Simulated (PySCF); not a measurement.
# Working out the ionisation energy of C⁺

C⁺ [He] 2s2 2p1 (2P) → C²⁺ [He] 2s2 (1S). Computed with PySCF 2.14 in aug-cc-pwCVQZ (9s8p6d4f2g, 109 functions), with no relativity, point nucleus. Frozen: nothing. Energies in hartree (1 hartree = 27.21139 eV):

```tsv
part	C⁺ (lower)	C²⁺ (upper)
UHF	-37.296523	-36.408290
MP2 opposite-spin	-0.097326	-0.090892
MP2 same-spin	-0.007253	-0.002345
```

**Question.** What does Hartree-Fock give?

**Answer.** (-36.408290) − (-37.296523) = 0.888233 hartree = 24.170 eV.

**Question.** What do MP2 and SCS-MP2 (6/5 opposite-spin, 1/3 same-spin) give?

**Answer.** The opposite-spin parts differ by 0.175 eV and the same-spin parts by 0.134 eV. MP2: 24.170 + (0.175) + (0.134) = 24.479 eV. SCS-MP2: 24.170 + 1.2 × (0.175) + (0.134)/3 = 24.425 eV.

Measured between the centres of the two terms (NIST): 24.378 eV, so MP2 (valence and next inner shell) is off by 0.101 eV.

What remains against the reference includes basis incompleteness and correlation beyond second order.
